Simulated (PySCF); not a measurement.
Electron correlation in Sb (antimony, neutral)

[Kr] 4d10 5s2 5p3, high-spin 4S determinant. All numbers are calculated (PySCF 2.14, scalar relativity by spin-free X2C-1e, in x2c-QZVPPall). Frozen: [Kr] 4d10; 5 electrons correlated.

| level | correlation energy (mhartree) |
| --- | --- |
| CCSD | -75.90 |
| (T) | -2.90 |
| CCSD(T) | -78.80 |

Diagnostics: T1 = 0.0038, D1 = 0.0101, largest double amplitude 0.047.

Cost of the coupled-cluster step: about 16 core-seconds, for 5 correlated electrons.

Iterations:

```
CC2 = 0
CCSD nocc = (np.int64(4), np.int64(1)), nmo = (89, 89)
frozen orbitals [[0, 1, 2, 3, 4, 5, 6, 7, 8, 9, 10, 11, 12, 13, 14, 15, 16, 17, 18, 19, 20, 21, 22], [0, 1, 2, 3, 4, 5, 6, 7, 8, 9, 10, 11, 12, 13, 14, 15, 16, 17, 18, 19, 20, 21, 22]]
max_cycle = 100
direct = 0
conv_tol = 1e-08
conv_tol_normt = 1e-06
diis_space = 8
diis_start_cycle = 0
Init t2, MP2 energy = -0.0649651429344913
Init E_corr(UCCSD) = -0.0649651429356251
cycle = 1  E_corr(UCCSD) = -0.0734861188063561  dE = -0.00852097587  norm(t1,t2) = 0.0359044
cycle = 2  E_corr(UCCSD) = -0.0752185567491461  dE = -0.00173243794  norm(t1,t2) = 0.0102188
cycle = 3  E_corr(UCCSD) = -0.0759077426676165  dE = -0.000689185918  norm(t1,t2) = 0.00365749
cycle = 4  E_corr(UCCSD) = -0.0758970991107578  dE = 1.06435569e-05  norm(t1,t2) = 0.00052566
cycle = 5  E_corr(UCCSD) = -0.0758967132929103  dE = 3.85817847e-07  norm(t1,t2) = 5.98305e-05
cycle = 6  E_corr(UCCSD) = -0.0758966857074442  dE = 2.75854661e-08  norm(t1,t2) = 8.2337e-06
cycle = 7  E_corr(UCCSD) = -0.0758967144595539  dE = -2.87521097e-08  norm(t1,t2) = 2.48772e-06
cycle = 8  E_corr(UCCSD) = -0.0758967147714494  dE = -3.11895523e-10  norm(t1,t2) = 7.44158e-07
UCCSD converged
E(UCCSD) = -6478.114351668383  E_corr = -0.07589671477144939
UCCSD(T) correction = -0.00289660782431313
```
